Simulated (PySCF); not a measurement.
CH₃O (SMILES C=[OH+]), charge +1, singlet, geometry from GFN2-xTB. Base run: B3LYP/6-31G* in PySCF.

Here is a job for PySCF.
```python
from pyscf import gto, scf, dft

mol = gto.Mole()
mol.atom = '''
    O    -0.10364914   -0.12932954    0.58989088
    C     0.11172867    0.04016533   -0.60083038
    H     0.14193939    1.01608503   -1.10404748
    H     0.28838394   -0.85776849   -1.21133073
    H    -0.27150229    0.63532785    1.20123344
'''
mol.basis = '6-31g*'
mol.charge = 1
mol.verbose = 4
mol.build()

mf = dft.RKS(mol)
mf.xc = 'b3lyp'
mf.kernel()
```

Variants of this job, named by their change:

```json
[
 {"change": "base", "ΔE vs base (mEh)": "0.000", "grid points": "57624", "electrons on the grid": "16.00000"},
 {"change": "grids.level = 7", "ΔE vs base (mEh)": "-0.001", "grid points": "323728", "electrons on the grid": "16.00000"},
 {"change": "grids.radi_method = gauss_chebyshev", "ΔE vs base (mEh)": "0.000", "grid points": "56472", "electrons on the grid": "16.00000"},
 {"change": "grids.becke_scheme = stratmann", "ΔE vs base (mEh)": "0.000", "grid points": "57624", "electrons on the grid": "16.00000"},
 {"change": "grids.prune = dft.gen_grid.treutler_prune", "ΔE vs base (mEh)": "0.000", "grid points": "49528", "electrons on the grid": "16.00000"},
 {"change": "grids.level = 0", "ΔE vs base (mEh)": "-19.776", "grid points": "4032", "electrons on the grid": "16.01165"},
 {"change": "grids.prune = off", "ΔE vs base (mEh)": "0.000", "grid points": "90600", "electrons on the grid": "16.00000"},
 {"change": "grids.atom_grid = (75, 302)", "ΔE vs base (mEh)": "0.000", "grid points": "72720", "electrons on the grid": "16.00000"},
 {"change": "grids.atom_grid = (150, 974)", "ΔE vs base (mEh)": "-0.001", "grid points": "405064", "electrons on the grid": "16.00000"},
 {"change": "grids.level = 5", "ΔE vs base (mEh)": "-0.001", "grid points": "156576", "electrons on the grid": "16.00000"},
 {"change": "grids.radi_method = delley", "ΔE vs base (mEh)": "0.000", "grid points": "62304", "electrons on the grid": "16.00000"}
]
```
